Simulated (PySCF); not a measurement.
Input for PySCF: R-BP86/6-31G* on CH5BO (SMILES BOC), a point of a torsion scan.

```python
from pyscf import gto, scf, dft, mp
from pyscf.data.elements import chemcore

mol = gto.M(
    atom='''
    B     1.31263479   -0.30529425    0.32781776
    O     0.05380178    0.06353027    0.56673648
    C    -0.48493678    1.35352874    0.57425121
    H     1.51859505   -1.05224171   -0.55674941
    H     2.21767487    0.31419928    0.78684015
    H     0.22826511    2.09480492    0.95581397
    H    -0.75974347    1.61991389   -0.44963431
    H    -1.38124393    1.35943927    1.19884907
    ''',
    basis='6-31g*',
    cart=True,
    charge=0, spin=0, verbose=3, max_memory=1800)
mf = dft.RKS(mol, xc='b88,p86')
mf.conv_tol = 1e-8
mf.max_cycle = 100
mf.kernel()
if not mf.converged:
    mf = mf.newton().run(mf.mo_coeff, mf.mo_occ)
```

Program output:

```
converged SCF energy = -141.176785420082
```

The run converged.

Cost: around 5 core-seconds (rough).
